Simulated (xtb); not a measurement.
C5H4N (SMILES [c-]1cccnc1), charge -1, singlet, at a GFN2-xTB geometry; xtb with GFN1-xTB.

xtb was given this input:
```
$ xtb mol.xyz --gfn 1 --chrg -1 --hess --json

# file mol.xyz
10

N     -0.01597523    -0.02962172     1.38373483
C      0.01557545    -0.06582818    -1.36989980
C     -0.00521036     1.10543325     0.69612625
C     -0.01054599    -1.15662589     0.66382466
C      0.00511221    -1.33380566    -0.73772362
C      0.01077742     1.14303371    -0.68694833
H      0.02830252    -0.02508551    -2.46852276
H     -0.00972220     2.02524692     1.29071120
H     -0.02017221    -2.05150868     1.30507188
H      0.01916619     2.10545597    -1.20567905
```

Output, abridged:

```
   ID    Z sym.   atoms
    1    7 N      1
    2    6 C      2-6
    3    1 H      7-10

           -------------------------------------------------
          |                Calculation Setup                |
           -------------------------------------------------

           -------------------------------------------------
          |                 G F N 1 - x T B                 |
           -------------------------------------------------

          ...................................................
          :                      SETUP                      :
          :.................................................:
          :  # basis functions                  32          :
          :  # atomic orbitals                  32          :
          :  # shells                           20          :
          :  # electrons                        30          :
          :  # halogen bonds                     0          :
          :  max. iterations                   250          :
          :  Hamiltonian                  GFN1-xTB          :
          :  restarted?                      false          :
          :  GBSA solvation                  false          :
          :  PC potential                    false          :
          :  electronic temp.          300.0000000     K    :
          :  accuracy                    1.0000000          :
          :  -> integral cutoff          0.2500000E+02      :
          :  -> integral neglect         0.1000000E-07      :
          :  -> SCF convergence          0.1000000E-05 Eh   :
          :  -> wf. convergence          0.2000000E-04 e    :
          :  Broyden damping             0.4000000          :
          :  net charge                         -1          :
          :  unpaired electrons                  0          :
          ...................................................

 iter      E             dE          RMSdq      gap      omega  full diag
   1    -16.2100798 -0.162101E+02  0.998E+00    3.18       0.0  T
   2    -16.2561011 -0.460214E-01  0.584E+00    2.14       1.0  T
   3    -16.2528651  0.323607E-02  0.136E+00    2.27       1.0  T
   4    -16.2587671 -0.590207E-02  0.230E-01    2.11       1.0  T
   5    -16.2593300 -0.562847E-03  0.278E-02    2.18       1.1  T
   6    -16.2593341 -0.412349E-05  0.525E-03    2.18       6.0  T
   7    -16.2593343 -0.167869E-06  0.129E-03    2.18      24.6  T
   8    -16.2593343 -0.160374E-07  0.339E-04    2.18      93.3  T
[...]
         :: total energy             -16.030205583982 Eh    ::
[...]

    mode    ω/cm⁻¹     T·S(HO)/kcal·mol⁻¹    T·S(FR)/kcal·mol⁻¹   T·S(vib)
   ------------------------------------------------------------------------
       1    277.09    -0.46259 ( 99.89%)    -0.54912 (  0.11%)    -0.46268
   ------------------------------------------------------------------------

   temp. (K)  partition function   enthalpy   heat capacity  entropy
                                   cal/mol     cal/K/mol   cal/K/mol   J/K/mol
 298.15  VIB   2.10                 1049.016     10.560      4.997
         ROT  0.805E+05              888.752      2.981     25.428
         INT  0.169E+06             1937.769     13.541     30.425
         TR   0.668E+27             1481.254      4.968     38.963
         TOT                        3419.0225    18.5090    69.3881   290.3197

       T/K    H(0)-H(T)+PV         H(T)/Eh          T*S/Eh         G(T)/Eh
   ------------------------------------------------------------------------
    298.15    0.544856E-02    0.776934E-01    0.329685E-01    0.447248E-01
   ------------------------------------------------------------------------

         :::::::::::::::::::::::::::::::::::::::::::::::::::::
         ::                  THERMODYNAMIC                  ::
         :::::::::::::::::::::::::::::::::::::::::::::::::::::
         :: total free energy         -15.985480747783 Eh   ::
         ::.................................................::
         :: total energy              -16.030205583982 Eh   ::
         :: zero point energy           0.072244794118 Eh   ::
         :: G(RRHO) w/o ZPVE           -0.027519957919 Eh   ::
         :: G(RRHO) contrib.            0.044724836199 Eh   ::
         :::::::::::::::::::::::::::::::::::::::::::::::::::::

           -------------------------------------------------
          | TOTAL ENERGY              -16.030205583982 Eh   |
          | TOTAL ENTHALPY            -15.952512230760 Eh   |
          | TOTAL FREE ENERGY         -15.985480747783 Eh   |
          | GRADIENT NORM               0.036146170092 Eh/α |
          | HOMO-LUMO GAP               2.177159671796 eV   |
           -------------------------------------------------
########################################################################
[WARNING] Runtime exception occurred
-1- hessian_numhess: Hessian on incompletely optimized geometry!
########################################################################

normal termination of xtb
```
